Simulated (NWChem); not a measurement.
System: CH4BFSe; SMILES CB([SeH])F

```xyz
8

B     -0.0561     0.9342     0.0000
F     -1.2721     1.4771     0.0000
C      1.1941     1.8715     0.0000
H      1.1471     2.5336    -0.8816
H      2.1625     1.3556     0.0000
H      1.1471     2.5336     0.8816
Se    -0.0388    -1.0145     0.0000
H      1.4256    -1.1253     0.0000
```
Atoms are numbered in this order, from 1.

All runs: NWChem. Medium grid unless said otherwise, to which SCAN and Minnesota functionals are sensitive. All runs use the structure optimised with PBE0/def2-SVP.

For level SCAN/def2-SVP:

```
Item                         Result
---------------------------  ------
highest occupied level (eV)   -6.55
orbital gap (eV)               5.70
```

What are these values for level BHandHLYP/def2-SVP?

The highest occupied level (eV) is -8.36 and the orbital gap (eV) is 9.29.
